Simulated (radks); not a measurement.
Species: Cs IV. Configuration: [Kr] 4d10 5s2 5p3 4f1 (not the ground configuration).

Calculated with a radial shooting solver on a logarithmic mesh with Libxc functionals: Dirac Kohn-Sham, LDA (Slater exchange, Perdew-Wang correlation), spin-unpolarised, spherical densities, finite nucleus; open shells fill j = l - 1/2 first; Fermi nuclear charge, rms radius 4.8041 fm.

Energy parts (eV):
| part | energy |
|---|---|
| total | -211728.53 |
| kinetic | 225405.01 |
| electron-nucleus | -513610.22 |
| Hartree | 81529.24 |
| exchange-correlation | -5052.56 |

Orbitals (lengths in bohr, moments of r in powers of bohr; <r^-3> diverges for s and p1/2; r(max) is where P^2 peaks):
orbital  occ.  eigenvalue (eV)   r(max)  <r^-3>      <r^2>  small-component weight
1s1/2       2        -35758.84  0.01680       -  0.0009266                4.11e-02
2s1/2       2        -5631.753  0.09512       -    0.01479                8.85e-03
2p1/2       2        -5302.828  0.07270       -    0.01089                8.89e-03
2p3/2       4        -4950.980  0.07769    5920    0.01217                8.41e-03
3s1/2       2        -1191.612   0.2730       -     0.1024                2.66e-03
3p1/2       2        -1053.862   0.2594       -    0.09703                2.60e-03
3p3/2       4        -986.4392   0.2704    1161     0.1049                2.47e-03
3d3/2       4        -743.3711   0.2183   188.0    0.08715                2.35e-03
3d5/2       6        -729.0342   0.2215   172.7    0.08941                2.31e-03
4s1/2       2        -246.3169   0.6429       -     0.5466                7.91e-04
4p1/2       2        -196.8813   0.6565       -     0.5930                7.27e-04
4p3/2       4        -183.0489   0.6811   238.5     0.6399                6.83e-04
4d3/2       4        -102.5579   0.7168   30.62     0.8077                5.40e-04
4d5/2       6        -100.2708   0.7253   27.85     0.8282                5.29e-04
4f5/2       1         -17.4948   0.9643   1.785      3.708                1.74e-04
4f7/2       0         -17.3763   0.9747   1.733      3.777                1.71e-04
5s1/2       2         -53.3801    1.524       -      3.176                1.67e-04
5p1/2       2         -40.4949    1.681       -      4.003                1.34e-04
5p3/2       1         -38.5238    1.747   34.03      4.308                1.25e-04

The highest occupied level is 4f5/2 at -17.495 eV. Summed over all electrons, <r^2> = 37.22 bohr^2, which gives a Langevin (diamagnetic) susceptibility term of -29.5 x 10^-6 cm^3/mol. The electron density at the nucleus is 2.95e+05 e/bohr^3.
